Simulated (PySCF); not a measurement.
Excitation energy of B²⁺ by level of theory

B²⁺ [He] 2s1 (2S) → B²⁺ [He] 2p1 (2P), as a difference of total energies. All numbers are calculated (PySCF 2.14, the spin-free X2C one-electron Hamiltonian (Gaussian nucleus), in aug-cc-pVTZ-DK). The calculations carry no spin-orbit coupling.

```json
{"method": "UHF", "excitation energy (eV)": "6.080"}
{"method": "PBE0", "excitation energy (eV)": "5.519"}
{"method": "r2SCAN", "excitation energy (eV)": "5.402"}
{"method": "B97-3", "excitation energy (eV)": "5.374"}
{"method": "PBEsol", "excitation energy (eV)": "5.354"}
{"method": "M06-2X", "excitation energy (eV)": "5.795"}
{"method": "r2SCAN0", "excitation energy (eV)": "5.574"}
```

Problem. Estimate what LDA gives.

Solution. 5.383 eV, closest to B97-3 among the rows shown.

Problem. Estimate what PBE gives.

Solution. 5.330 eV, closest to PBEsol among the rows shown.
